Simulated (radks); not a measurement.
Species: N2+. Configuration: [He] 2s2 2p1. Calculated with a radial shooting solver on a logarithmic mesh with Libxc functionals: scalar-relativistic Kohn-Sham, LDA (Slater exchange, VWN5 correlation), spin-unpolarised, spherical densities, point nucleus.

Normalised radial functions P(r) = r R(r), r in bohr:

r,2s,2p,3s
0.01848,0.1484,0.0042,0.0613
0.0233,0.1808,0.0065,0.0747
0.02963,0.2195,0.0103,0.0906
0.03736,0.2615,0.0159,0.1080
0.0475,0.3084,0.0248,0.1273
0.0599,0.3542,0.0378,0.1461
0.07614,0.3973,0.0579,0.1637
0.09603,0.4277,0.0862,0.1758
0.1221,0.4372,0.1282,0.1790
0.154,0.4129,0.1845,0.1677
0.1957,0.3393,0.2625,0.1353
0.2468,0.2102,0.3590,0.0793
0.3138,0.0127,0.4791,-0.0054
0.3957,-0.2307,0.6082,-0.1080
0.503,-0.5073,0.7406,-0.2197
0.6344,-0.7521,0.8455,-0.3066
0.8064,-0.9218,0.9015,-0.3382
1.017,-0.9567,0.8799,-0.2786
1.293,-0.8454,0.7698,-0.1085
1.63,-0.6324,0.5948,0.1377
2.073,-0.3814,0.3863,0.4051
2.614,-0.1843,0.2085,0.5805
3.323,-0.0641,0.0851,0.6026
4.191,-0.0161,0.0262,0.4765
5.327,-0.0024,0.0052,0.2804
6.719,-0.0002,0.0007,0.1226
8.541,0.0000,0.0000,0.0352
10.77,0.0000,0.0000,0.0066

2s: eigenvalue -48.902 eV, 1 radial node at r = 0.318 bohr, <r> = 1.18 bohr, 90 % of the charge inside 1.84 bohr. 2p: eigenvalue -37.625 eV, 0 radial nodes, <r> = 1.14 bohr, 90 % of the charge inside 1.88 bohr. 3s (empty): eigenvalue -12.991 eV, 2 radial nodes at r = 0.310, 1.44 bohr, <r> = 3.37 bohr, 90 % of the charge inside 4.97 bohr.
